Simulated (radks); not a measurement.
The numbers below are computed, except where a source is named.
Problem. The mean radii <r> (bohr) of the occupied orbitals of an atom or ion are listed with their occupations. Level of theory: Dirac Kohn-Sham, PBEsol, spin-unpolarised, spherical densities, point nucleus (a radial shooting solver on a logarithmic mesh with Libxc functionals).

orbital  occ.      <r>
1s1/2       2  0.07310
2s1/2       2   0.3437
2p1/2       2   0.3061
2p3/2       4   0.3087
3s1/2       2    1.076
3p1/2       2    1.164
3p3/2       4    1.172
4s1/2       2    3.709
3d3/2     0.4    1.863
3d5/2     0.6    1.870

Name the element and its charge. Open shells, if any, are shared by 2j + 1.

Solution. Z = 21, scandium, charge 0: Sc in [Ar] 3d1 4s2. The 1s radius gives Z: for a bare nucleus <r> = (2 gamma + 1)/(2Z) with gamma = sqrt(1 - (Z/c)^2), 0.07087 bohr for Z = 21, and screening makes it slightly larger (0.07310 here). The occupations add up to 21, and the charge is Z minus that.
